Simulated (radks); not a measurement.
Values are calculated unless marked as measured or tabulated.
Coulomb parameter of the 3d shell of the zinc ion Zn2+ in the model configuration [Ar] 3d9 4s1, as a second difference U = [E(n + 0.25) + E(n - 0.25) - 2 E(n)] / (0.25)^2 with all orbitals relaxed. "Bare": the charge of the atom changes with n. "Screened": the 4s shell takes up the change at fixed total charge, which measures U(3d,3d) + U(4s,4s) - 2 U(3d,4s). Code: a radial shooting solver on a logarithmic mesh with Libxc functionals. Model: scalar-relativistic Kohn-Sham, BLYP, spin-unpolarised, spherical densities, finite nucleus; Fermi nuclear charge, rms radius 3.9283 fm.

case                 configuration  E - E(n) (eV)
start                 [Ar] 3d9 4s1          0.000
bare +0.25         [Ar] 3d9.25 4s1         -8.860
bare -0.25         [Ar] 3d8.75 4s1         10.095
screened +0.25  [Ar] 3d9.25 4s0.75         -2.924
screened -0.25  [Ar] 3d8.75 4s1.25          3.252

U(bare) = 19.751 eV, U(screened by 4s) = 5.238 eV, against the Slater integral F0(3d,3d) = 30.360 eV with frozen orbitals.
